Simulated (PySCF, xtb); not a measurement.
C2H7FSi2, SMILES F[SiH2]/C=C\[SiH3]. One conformer was computed; it need not be the lowest.

Harmonic wavenumbers (cm⁻¹) from GFN2-xTB (xtb 6.7.1) at its own minimum, in rising order: 32, 68, 116, 178, 271, 410, 485, 536, 569, 584, 655, 682, 729, 758, 765, 778, 789, 800, 833, 968, 1197, 1344, 1630, 2224, 2260, 2266, 2296, 2315, 2972, 2992.

Q: What does PBE0-D3(BJ)/def2-SVP (PySCF) give at its own minimum? (Estimate from the structure and the level; the computed values follow.)

A: 26, 116, 169, 221, 271, 466, 499, 607, 667, 675, 707, 742, 756, 852, 903, 942, 950, 957, 969, 1038, 1162, 1333, 1656, 2231, 2244, 2249, 2254, 2255, 3115, 3138. Paired by order, the mean absolute difference is 68 cm⁻¹ and the zero-point energies are 46.5 and 48.8 kcal/mol.
